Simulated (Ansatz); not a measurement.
Cartesian coordinates in Å:
```
C -0.874 -0.553 0.562
Zr 0.742 0.469 -0.477
Cl 0.819 2.606 0.446
Cl 2.652 -0.789 -0.040
Cl 0.134 0.462 -2.725
H -1.821 -0.023 0.410
H -0.669 -0.597 1.638
H -0.983 -1.576 0.186
```

The species carries charge 0 and has multiplicity 1. Zr: def2 effective core potential.

Problem. List the B3LYP/def2-TZVPP orbital energies in eV (the Gaussian-basis code of Ansatz). (Estimate.)

Solution. The calculation gave: Occupied: -2762.68, -2762.68, -2762.68, -276.64, -257.44, -257.44, -257.44, -196.39, -196.39, -196.39, -196.36, -196.36, -196.36, -196.35, -196.35, -196.35, -59.42, -35.98, -35.98, -35.73, -22.37, -22.14, -22.14, -18.91, -11.55, -11.55, -10.75, -10.50, -10.50, -9.89, -9.89, -9.71, -9.42, -9.42, -9.19, -8.30. Lowest empty: -2.42, -2.42, -1.63, -1.63, -1.03, -0.53, 0.56, 0.69.

B3LYP here is the variant with VWN-RPA as its local correlation; programs differ in this.
